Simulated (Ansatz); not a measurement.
Consider the formal exchange of groups at a B–O bond: `CC(Cl)OBF` + CH₃OH → `OCBF` + `CC(O)Cl`.

Program: Ansatz. Geometries: PBE0-D4/def2-TZVP. ΔE: electronic, gas phase. CCSD(T)/CBS adds triple-zeta CCSD(T) − MP2 to the extrapolated MP2 energy (def2 sets, frozen cores). This one scheme is used for every species. Functionals use def2-TZVPP. B3LYP here is the variant with VWN-RPA as its local correlation; programs differ in this. Each species was taken in one conformer, which may not be the lowest.

```tsv
level	ΔE (kJ/mol)	difference from CCSD(T)/CBS
PBE-D4	124.9	-12.7
r2SCAN-D4	132.8	-4.8
PBE0-D4	129.4	-8.2
B3LYP-D4	137.5	-0.1
ωB97X-V	134.1	-3.5
ωB97M-V	134.4	-3.2
B2PLYP	138.8	1.2
PBE	123.1	-14.5
r2SCAN	132.1	-5.5
PBE0	127.6	-10.0
B3LYP	134.8	-2.8
HF/def2-TZVPP	147.7	10.1
MP2/def2-TZVPP	142.3	4.7
SCS-MP2/def2-TZVPP	143.7	6.1
CCSD/def2-TZVPP	140.6	3.0
CCSD(T)/def2-TZVPP	140.1	2.5
HF/def2-QZVPP	148.2	10.6
MP2/def2-QZVPP	141.0	3.4
SCS-MP2/def2-QZVPP	142.5	4.9
HF/CBS(def2)	148.2	10.6
MP2/CBS(def2)	139.8	2.2
CCSD/CBS(def2)	138.2	0.6
CCSD(T)/CBS	137.6	0
```

Largest T1 diagnostic among the species: 0.012.

From PBE to PBE0 (25 % exact exchange), in def2-TZVPP and without D4, ΔE moves by +4.5 kJ/mol. In def2-TZVPP, CCSD(T) changes the Hartree–Fock value by −7.6 kJ/mol (the triples alone add −0.5 kJ/mol) and MP2 by −5.4 kJ/mol.

CCSD(T)/CBS has its own doubt, a few kJ/mol and more with outer-core shells, so smaller differences from it don't rank the levels.
